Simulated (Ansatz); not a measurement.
This geometry of CH₄BO₂ (8 atoms, charge -1, multiplicity 1) is a first-order saddle point.

The calculation used Ansatz, RHF/6-31G*.

```xyz
8
Properties=species:S:1:pos:R:3
B -0.649 0.997 0.141
C 0.203 -0.142 0.000
O 1.606 -0.147 0.026
O -0.221 -1.478 -0.229
H -1.859 0.880 0.031
H -0.205 2.111 0.337
H 1.864 -0.750 0.711
H -0.739 -1.471 -1.018
```

(1) Which two structures does it join? (They come from a converged band through this point; their orientation in space is the band's.)

(2) How far does it lie above each of them?

Answers

(1) No bond is made or broken. The dihedral O3–C2–O4–H8 goes from 174 to -64°.

First end point:

```xyz
8
Properties=species:S:1:pos:R:3
B -0.603 1.002 -0.028
C 0.284 -0.118 -0.068
O 1.642 -0.152 0.238
O -0.061 -1.442 -0.438
H -1.764 0.856 -0.393
H -0.253 2.102 0.342
H 1.755 -0.828 0.895
H -1.000 -1.421 -0.548
```

Last end point:

```xyz
8
Properties=species:S:1:pos:R:3
B -0.720 1.036 0.182
C 0.088 -0.126 -0.022
O 1.499 -0.175 0.001
O -0.379 -1.433 -0.282
H -1.930 0.988 0.064
H -0.222 2.105 0.478
H 1.740 -0.732 0.731
H -0.075 -1.663 -1.151
```

(2) 0.088 eV above the first and 0.055 eV above the second. This is the barrier of this one path; another mechanism may lie lower. Limits of this set-up: an anion without diffuse functions, the dipole of an ion depends on the origin.

Run time: 68 s on 1 thread of Intel(R) Xeon(R) Processor @ 2.70GHz, with other jobs on the host, peak memory 0.12 GiB.
